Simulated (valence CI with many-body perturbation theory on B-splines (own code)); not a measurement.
# Dy XXXIV: electric-dipole lines

Level of theory: valence CI with perturbative core correlation (CI+MBPT): five valence electrons over a frozen Dirac-Fock core [Ar] 3d10, a basis of 11 s, 11 p, 10 d, 8 f, 5 g, 2 h functions for each j, with the one-electron correlation potential Σ1 (screened to all orders), the two-electron term Σ2, the three-electron term Σ3, Breit, model QED; selected single and double excitations, second order for the rest, scaled by the run's own slope (own B-spline code, finite nucleus).

No measured spectrum was set against this ion. As an estimate, large intervals hold to a few tenths of a per cent, small ones and those within an open d or f shell to about a per cent. Among the levels kept, up to 2100 cm⁻¹ of a level comes from second order outside the variational space, and about a tenth of that is noise between levels of different J, which matters for small intervals.

Lines 201 to 250 of 559 in falling wavelength, among levels below 28.473 Ry, chosen from the strongest by gf and those to the six lowest levels. Wavelengths and rates use the calculated energies. Electric multipoles are in the length gauge, E1 and E2 with the static RPA response of the core. Weak lines are less certain than strong ones. Lines between different terms over intervals too small for the method are left out, as are lines whose strength nearly cancels. Where a level lies close to another of its J and parity, the split of strength between their lines is uncertain. The highest levels of a list are the least certain.

Levels are named by their leading jj configuration (3d3/2^4 stands for four electrons in 3d with j = 3/2), which in mixed levels can hold well under half, so a name can repeat and another be missing. Letters in brackets count levels of one name in rising energy.

```
λ vac (Å)                               Upper                               Lower   A (s⁻¹)  S (a.u.)
    84.33  (4s^2 4p1/2 4p3/2 4d5/2) J=3/2 [b]          (4s^2 4p1/2 4p3/2^2) J=5/2  3.31e+11  3.92e-01
    84.25  (4s 4p1/2 4p3/2^2 4d5/2) J=7/2 [f]  (4s^2 4p1/2 4p3/2 4d3/2) J=5/2 [b]  2.45e+10  5.80e-02
    84.24  (4s 4p1/2 4p3/2^2 4d5/2) J=3/2 [b]            (4s 4p1/2 4p3/2^3) J=5/2  2.38e+11  2.80e-01
    84.21  (4s^2 4p1/2 4p3/2 4d3/2) J=1/2 [b]          (4s^2 4p1/2 4p3/2^2) J=3/2  1.62e+11  9.56e-02
    84.12          (4s^2 4p1/2 4d5/2^2) J=5/2  (4s^2 4p1/2 4p3/2 4d5/2) J=5/2 [a]  1.76e+11  3.11e-01
    84.11  (4s 4p1/2 4p3/2^2 4d5/2) J=7/2 [f]      (4s^2 4p1/2 4p3/2 4d5/2) J=9/2  1.00e+11  2.36e-01
    84.06  (4s^2 4p1/2 4d3/2 4d5/2) J=3/2 [a]  (4s^2 4p1/2 4p3/2 4d3/2) J=3/2 [a]  3.55e+10  4.16e-02
    84.02  (4s^2 4p3/2 4d3/2 4d5/2) J=7/2 [c]          (4s^2 4p3/2^2 4d5/2) J=7/2  5.78e+10  1.35e-01
    83.98  (4s^2 4p1/2 4p3/2 4f7/2) J=7/2 [c]  (4s^2 4p1/2 4p3/2 4d5/2) J=7/2 [b]  9.82e+10  2.30e-01
    83.93          (4s^2 4p3/2 4d5/2^2) J=7/2          (4s^2 4p3/2^2 4d5/2) J=9/2  2.89e+11  6.74e-01
    83.90  (4s^2 4p1/2 4p3/2 4f7/2) J=5/2 [a]  (4s^2 4p1/2 4p3/2 4d5/2) J=5/2 [b]  2.21e+11  3.87e-01
    83.89  (4s 4p1/2 4p3/2^2 4d5/2) J=3/2 [a]            (4s 4p1/2 4p3/2^3) J=3/2  6.48e+10  7.55e-02
    83.86  (4s 4p1/2 4p3/2^2 4d5/2) J=5/2 [e]            (4s 4p1/2 4p3/2^3) J=5/2  5.30e+10  9.25e-02
    83.84  (4s^2 4p1/2 4d3/2 4d5/2) J=3/2 [b]  (4s^2 4p1/2 4p3/2 4d3/2) J=3/2 [b]  5.18e+10  6.03e-02
    83.69  (4s^2 4p1/2 4d3/2 4d5/2) J=3/2 [b]  (4s^2 4p1/2 4p3/2 4d3/2) J=5/2 [b]  3.91e+10  4.52e-02
    83.68          (4s^2 4p1/2^2 4f7/2) J=7/2          (4s^2 4p1/2^2 4d5/2) J=5/2  2.16e+11  4.99e-01
    83.65          (4s^2 4p1/2 4d5/2^2) J=1/2  (4s^2 4p1/2 4p3/2 4d5/2) J=3/2 [c]  4.63e+11  2.68e-01
    83.60  (4s^2 4p1/2 4p3/2 4f5/2) J=5/2 [b]  (4s^2 4p1/2 4p3/2 4d5/2) J=5/2 [a]  5.21e+10  9.01e-02
    83.60  (4s^2 4p1/2 4p3/2 4f7/2) J=5/2 [b]  (4s^2 4p1/2 4p3/2 4d5/2) J=3/2 [c]  3.79e+11  6.56e-01
    83.56  (4s^2 4p1/2 4d3/2 4d5/2) J=3/2 [a]  (4s^2 4p1/2 4p3/2 4d3/2) J=5/2 [a]  1.44e+11  1.66e-01
    83.49          (4s^2 4p1/2 4d5/2^2) J=3/2  (4s^2 4p1/2 4p3/2 4d3/2) J=1/2 [b]  1.65e+11  1.90e-01
    83.46          (4s^2 4p1/2^2 4f5/2) J=5/2          (4s 4p1/2^2 4p3/2^2) J=3/2  1.17e+11  2.01e-01
    83.37  (4s 4p1/2 4p3/2^2 4d5/2) J=3/2 [e]  (4s^2 4p1/2 4p3/2 4d5/2) J=3/2 [a]  7.57e+10  8.66e-02
    83.32          (4s^2 4p3/2 4d5/2^2) J=7/2          (4s^2 4p3/2^2 4d3/2) J=5/2  3.27e+10  7.48e-02
    83.28  (4s^2 4p1/2 4p3/2 4d5/2) J=5/2 [a]          (4s^2 4p1/2 4p3/2^2) J=3/2  6.10e+10  1.04e-01
    83.20      (4s^2 4p1/2 4p3/2 4f5/2) J=1/2  (4s^2 4p1/2 4p3/2 4d5/2) J=3/2 [b]  2.12e+11  1.21e-01
    83.04          (4s^2 4p1/2 4d5/2^2) J=9/2  (4s^2 4p1/2 4p3/2 4d5/2) J=7/2 [a]  1.88e+10  5.31e-02
    82.99  (4s 4p1/2 4p3/2^2 4d5/2) J=7/2 [d]            (4s 4p1/2 4p3/2^3) J=5/2  1.35e+11  3.04e-01
    82.96  (4s^2 4p1/2 4p3/2 4f7/2) J=7/2 [a]  (4s^2 4p1/2 4p3/2 4d5/2) J=7/2 [a]  2.61e+10  5.89e-02
    82.84  (4s 4p1/2 4p3/2^2 4d5/2) J=5/2 [c]  (4s^2 4p1/2 4p3/2 4d3/2) J=5/2 [a]  3.10e+10  5.22e-02
    82.78      (4s^2 4p1/2 4p3/2 4f7/2) J=3/2      (4s^2 4p1/2 4p3/2 4d5/2) J=1/2  5.08e+11  5.69e-01
    82.75      (4s^2 4p1/2 4p3/2 4f5/2) J=7/2  (4s^2 4p1/2 4p3/2 4d3/2) J=5/2 [b]  2.02e+10  4.52e-02
    82.72  (4s 4p1/2 4p3/2^2 4d5/2) J=5/2 [b]            (4s 4p1/2 4p3/2^3) J=3/2  3.06e+10  5.14e-02
    82.69      (4s^2 4p1/2 4d3/2 4d5/2) J=1/2  (4s^2 4p1/2 4p3/2 4d3/2) J=3/2 [a]  1.73e+11  9.67e-02
    82.68  (4s^2 4p1/2 4p3/2 4f5/2) J=3/2 [b]  (4s^2 4p1/2 4p3/2 4d5/2) J=3/2 [b]  3.13e+11  3.49e-01
    82.66  (4s^2 4p1/2 4d3/2 4d5/2) J=3/2 [a]            (4s 4p1/2 4p3/2^3) J=3/2  8.35e+10  9.31e-02
    82.54      (4s^2 4p1/2 4p3/2 4d5/2) J=1/2          (4s^2 4p1/2 4p3/2^2) J=1/2  5.35e+11  2.97e-01
    82.51  (4s^2 4p1/2 4p3/2 4d5/2) J=5/2 [b]          (4s^2 4p1/2 4p3/2^2) J=5/2  1.91e+11  3.17e-01
    82.49  (4s^2 4p1/2 4p3/2 4f7/2) J=7/2 [c]  (4s^2 4p1/2 4p3/2 4d5/2) J=5/2 [a]  2.08e+11  4.62e-01
    82.48  (4s 4p1/2 4p3/2^2 4d5/2) J=5/2 [d]  (4s^2 4p1/2 4p3/2 4d3/2) J=3/2 [a]  2.39e+10  3.97e-02
    82.46  (4s^2 4p1/2 4p3/2 4f5/2) J=5/2 [a]  (4s^2 4p1/2 4p3/2 4d5/2) J=3/2 [a]  9.28e+10  1.54e-01
    82.46  (4s^2 4p1/2 4p3/2 4f7/2) J=9/2 [a]      (4s^2 4p1/2 4p3/2 4d5/2) J=9/2  7.87e+10  2.18e-01
    82.45          (4s^2 4p3/2 4d5/2^2) J=5/2          (4s^2 4p3/2^2 4d5/2) J=7/2  4.42e+11  7.33e-01
    82.38  (4s 4p1/2 4p3/2^2 4d5/2) J=7/2 [e]            (4s 4p1/2 4p3/2^3) J=5/2  3.61e+10  7.97e-02
    82.34  (4s 4p1/2 4p3/2^2 4d5/2) J=3/2 [e]  (4s^2 4p1/2 4p3/2 4d3/2) J=3/2 [b]  1.83e+11  2.02e-01
    82.31      (4s^2 4p1/2 4d3/2 4d5/2) J=1/2  (4s^2 4p1/2 4p3/2 4d3/2) J=1/2 [a]  1.37e+11  7.56e-02
    82.18  (4s 4p1/2 4p3/2^2 4d5/2) J=1/2 [c]            (4s 4p1/2 4p3/2^3) J=1/2  3.49e+11  1.91e-01
    82.17  (4s^2 4p1/2 4p3/2 4f5/2) J=3/2 [a]  (4s^2 4p1/2 4p3/2 4d5/2) J=3/2 [a]  1.69e+11  1.85e-01
    82.14     (4s^2 4p1/2 4p3/2 4f7/2) J=11/2      (4s^2 4p1/2 4p3/2 4d5/2) J=9/2  1.57e+11  5.16e-01
    82.10  (4s^2 4p1/2 4p3/2 4f7/2) J=5/2 [a]  (4s^2 4p1/2 4p3/2 4d5/2) J=3/2 [b]  2.46e+11  4.03e-01
```
